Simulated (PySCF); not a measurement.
A geometry optimisation on [PtCl6]2- (`[Cl][Pt-2]([Cl])([Cl])([Cl])([Cl])[Cl]`).

Computed with PBE0-D3(BJ)/def2-SVP geometry optimisation, gas phase, def2 core potentials past Kr (PySCF 2.14.0). Start geometry: GFN2-xTB. A driver script takes a list of jobs; this job's settings line and coordinates (Å) are shown.

Input:
```
{"job": {"xc": "PBE0", "basis": "def2-SVP", "d3": "d3bj", "grid": 1, "maxiter": 30, "shake": 0.03, "kind": "geom"}, "charge": -2, "multiplicity": 1}
Pt     0.063520    -0.074900     0.013330
Cl    -0.039690    -0.024730     2.345410
Cl    -0.042300     0.001430    -2.375260
Cl     2.453170     0.012310     0.008720
Cl    -2.354380    -0.027310    -0.052820
Cl    -0.019660     2.368480     0.002600
Cl     0.031200    -2.357300    -0.010540
```

Output:
```
step   0  E = -2878.98893250  max force = 0.039555
step   1  E = -2878.99371404  max force = 0.010792
step   2  E = -2878.99385369  max force = 0.002481
step   3  E = -2878.99421471  max force = 0.001996
step   4  E = -2878.99426661  max force = 0.000390
step   5  E = -2878.99426921  max force = 0.000309
optimisation converged
```

Energies in Eh; «max force» is the largest Cartesian gradient component in Eh/bohr.

Question: Give the first gradient maximum in eV/Å.

Answer: With 1 Eh/bohr = 51.422 eV/Å, 2.034 eV/Å.

Question: How much energy does the optimisation release, in eV?

Answer: E(step 0) − E(last step) = 0.005337 Eh, which is 0.145 eV.

Main results: final energy -2878.99427 Eh after 5 steps.

Question: Where do the atoms end?

Answer: 0.055 Å rms from the input after alignment:
```
atom  x, y, z in Å
Pt1    0.0129   -0.0148   -0.0095
Cl2   -0.0037   -0.0290    2.3505
Cl3    0.0265   -0.0015   -2.3693
Cl4    2.3731    0.0134    0.0032
Cl5   -2.3473   -0.0402   -0.0255
Cl6   -0.0022    2.3455   -0.0010
Cl7    0.0326   -2.3754   -0.0169
```

The ion is multiply charged and computed in the gas phase, without counter-ions or solvent; whether it holds all its electrons wasn't checked.

Hardware: 2 threads, Intel Xeon 6975P-C (x86_64), shared host. Cost: 38 s wall, 92 s CPU, 0.66 GiB resident at most.
Labels such as C1 count atoms from 1, the log's own numbers from 0.
